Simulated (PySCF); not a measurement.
Sn(OH)3 (H₃O₃Sn), SMILES [Sn+]([OH])([OH])[OH], charge +1. Geometry optimised at PBE0-D3(BJ)/def2-SVP. The multiplicity is an assumed one; other spin states were not compared. The isomer is the one that the SMILES or the coordinates give; other isomers of the formula were not compared. The def2 effective core potentials stand for the cores of Sn; spin–orbit coupling is left out. The values are those of a single conformer.

Level of theory: PBE0-D3(BJ)/def2-SVP run with PySCF.

Harmonic wavenumbers (cm⁻¹): 140, 143, 147, 243, 307, 348, 645, 708, 714, 847, 888, 921, 3794, 3802, 3813. Rotational constants (GHz): 5.542, 4.853, 2.587; symmetry number 1.

Question: Work out the zero-point energy and the ideal-gas rigid-rotor harmonic-oscillator thermochemistry at 298.15 K and 1 atm.

Answer: ZPE = ½ Σ hcν = ½ × 17460 cm⁻¹ = 24.96 kcal/mol. H − E(el) = 29.69 kcal/mol. Entropy in cal/(mol K): translation 41.29, rotation 25.94, vibration 14.02, total 81.25. G − E(el) = 5.47 kcal/mol. Cp = 22.81 cal/(mol K). Modes under 150 cm⁻¹ make the vibrational entropy uncertain.
